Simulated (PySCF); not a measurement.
CoH3, triplet: computed properties

These are results of UBP86/[Co def2-TZVP, H def2-TZVP], no relativity, density fitting, PySCF, not measurements.

The structure is a minimum.

```xyz
4
charge 0 multiplicity 3, angstrom
Co    0.0000    0.0000   -0.0273
H     0.4221    0.0000    1.5853
H     0.0000    0.0000   -1.5661
H    -0.4221    0.0000    1.5853
```

| Quantity | Value |
| --- | --- |
| Point group | C2v |
| Bond lengths | Co–H 1.539 Å, Co–H 1.667 Å (×2), H–H 0.844 Å |
| Bond angles | Co–H–H 75.3° (×2), H–Co–H 29.3°, H–Co–H 165.3° (×2) |
| Entropy at 298.15 K and 1 bar (electronic part: spin only) | 229.4 J/(mol K) |
| Highest occupied level (β) | -4.64 eV |
| Principal polarisabilities | 22.7, 29.2, 43.6 bohr³ |
| Rotational constants | 46.94, 2.224, 2.123 cm⁻¹ |
| Rotational symmetry number | 2 |
| Zero-point energy | 50.9 kJ/mol |
| Atomisation energy without zero-point energy | 865 kJ/mol |
| Enthalpy at 298.15 K above 0 K | 10.90 kJ/mol |
| Heat capacity Cp at 298.15 K | 44.1 J/(mol K) |
| Dipole moment | 2.73 D |
| Spin squared ⟨S²⟩ | 2.014 |
| Lowest empty level (β) | -3.74 eV |
| Principal quadrupole moments (Buckingham, traceless) about the centre of mass | -2.56, 1.17, 1.39 D Å |

Harmonic modes (masses in u: Co 58.933, H 1.008):
```
symmetry  ω (cm⁻¹)  IR (km/mol)
      b2       569         42.6
      b1       613         16.4
      a1       990         28.7
      b2      1495          0.7
      a1      1837          187
      a1      3006          273
```

In C2v the vibrations span 2b2 + b1 + 3a1. Here b1 is antisymmetric to the molecular plane and b2 lies in it.

Charges (e):
| atom | Mulliken | Löwdin | polar tensor | spin (Mulliken) | Mayer order to Co1 |
| --- | --- | --- | --- | --- | --- |
| Co1 | -0.02 | 0.02 | 0.18 | 2.08 | – |
| H2,4 | 0.07 | 0.09 | 0.07 | -0.02 | 0.38 |
| H3 | -0.13 | -0.20 | -0.31 | -0.03 | 0.94 |
Other Mayer orders above 0.3: H–H 0.57.

Mulliken populations on Co1: s 6.83, p 12.25, d 7.94, f 0.00.

Outer orbital energies (eV). α occupied: -12.95, -7.13, -6.58, -6.07, -5.70, -5.68, -5.52; empty: -1.62, 0.17, 0.21, 1.93. β occupied: -12.89, -6.59, -5.19, -4.81, -4.64; empty: -3.74, -3.35, -1.27, 0.84.

Only a few start shapes were tried, so a lower isomer may exist. Other spin states or occupations of the open shell can lie lower.

The final relaxation and frequency run took 51 s on 2 threads of a shared Arm Neoverse V1 host, with 63 basis functions and 14 gradients; the process peaked at 0.82 GiB. Launch command: `OMP_NUM_THREADS=2 python axn.py task.json out`.
